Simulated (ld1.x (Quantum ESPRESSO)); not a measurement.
Values are calculated unless marked as measured or tabulated.
# Pseudopotentials across the periodic table

Generated with ld1.x 7.5 (TM, RRKJ, ultrasoft, PAW), atompaw 4.2 or ONCVPSP 4.0.1. The cutoff is in Ry: for ld1.x and atompaw files where the sum of valence levels is converged to 10 mRy in a Bessel basis, for ONCV files where the hardest occupied wave has 1 mHa per electron of residual kinetic energy. The error is the largest all-electron minus pseudo excitation energy over each file’s own four to seven test configurations (ionisations up to +4, promotions, holes and added fractions of an electron), all of which were solved. The labels leave out finer settings (local radius, basis sizes, second energies), which also bear on the numbers. Spin-polarised tests are not counted. The rows are a selection from randomly drawn settings: files with unsolved tests, undetermined cutoffs or missed reference levels are left out.

A true bound ghost makes a file unfit for plane-wave use even where its test errors are small: the radial tests pick states by their node count and pass the ghost by.

```csv
element,potential,cutoff (Ry),largest error (meV),bound ghosts
Mg,"TM, PBEsol, scalar-relativistic, rc 0.70/1.05 (sp), local smoothed, core correction no, reference 2s2 2p6 3s0 3p0",230,+152,none
Al,"TM, PBE, scalar-relativistic, rc 2.15/2.50 (sp), local smoothed, core correction yes, reference 3s2 3p1",10,+15,none
Cr,"TM, LDA (PZ), scalar-relativistic, rc 2.05/1.25/1.40 (spd), local p, core correction no, reference 3p6 3d5 4s1 4p0",100,+159,s
Fe,"ultrasoft, PBE, scalar-relativistic, rc 1.45/1.25/1.15 (spd), local smoothed, core correction no, reference 3s2 3p6 3d6 4s0 4p0",90,-142,none
Se,"PAW, BLYP, scalar-relativistic, rc 1.70/1.60/1.35 (spd), local smoothed, core correction yes, reference 4s2 4p3",10,-70,d
```

Task: Fill in the row for Br: TM, BLYP, scalar-relativistic, rc 1.25/1.70/1.80 (spd), local s, core correction no, reference 4s1 4p6.

Result: cutoff 45 Ry, largest error +34 meV, bound ghosts: p.

Task: Fill in the row for Cl: TM, LDA (PZ), scalar-relativistic, rc 1.30/1.20 (sp), local smoothed, core correction no, reference 3s2 3p4.

Result: cutoff 55 Ry, largest error +302 meV, bound ghosts: none.
